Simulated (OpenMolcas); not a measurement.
## Pm3+: moving the ligands

Pm3+ with 6 ligands (chloride) in tetragonal octahedral coordination (D4h) at 2.73 Å, the axial distance 3.112 Å. A charge of +0.5 e stands 2.8 Å behind each ligand. Ligand basis ANO-RCC-VDZP.
```
Pm    0.0000    0.0000    0.0000
Cl    2.7300    0.0000    0.0000
Cl    0.0000    2.7300    0.0000
Cl   -2.7300    0.0000    0.0000
Cl    0.0000   -2.7300    0.0000
Cl    0.0000    0.0000    3.1122
Cl    0.0000    0.0000   -3.1122
```

```yaml
Program: OpenMolcas 26.06
Method: CASSCF
Basis: ANO-RCC-VDZP [7s6p4d2f1g]
Scalar_Hamiltonian: DKH2, point nucleus
Active_space: 4 electrons in 7 orbitals (4f)
State_averaging: 2S+1 = 5 even, 35 roots (33 in the spin-orbit step); 2S+1 = 3 even, 117 roots kept (CI in the orbitals of an earlier block, 106 in the spin-orbit step); 2S+1 = 1 even, 75 roots kept (CI in the orbitals of an earlier block, 31 in the spin-orbit step)
Spin-orbit_coupling: state interaction with AMFI integrals over the reference wave functions
```

Runs around this geometry, states (labels of D4, the rotations of D4h). Energies in cm-1 above the lowest state or level, χT in cm3 K/mol.

| R (Å) | Ground state | First state of that spin | First gap with spin-orbit (degeneracies) | Width of lowest J | χT at 300 K |
| --- | --- | --- | --- | --- | --- |
| 2.69 | 5B2 | 5E 44.0 | 35.0 (1, 2) | 221 | 0.970 |
| 2.73 | 5B2 | 5E 39.9 | 29.2 (1, 2) | 205 | 0.974 |
| 2.88 | 5B2 | 5E 29.6 | 11.5 (1, 2) | 159 | 0.986 |

Taking the width of the lowest J multiplet as R^-n, n = -ln(159 / 221) / ln(2.88 / 2.69) = 4.8 between the shortest and longest distance.

High states are left out of the spin-orbit mixing, which shifts the levels that they would mix with. Without dynamic correlation the ligand-field splitting of an f shell can come out too small, at times by half. No measured value stands beside these numbers; the geometry is a model, was not optimised and need not be the one that this ion takes.
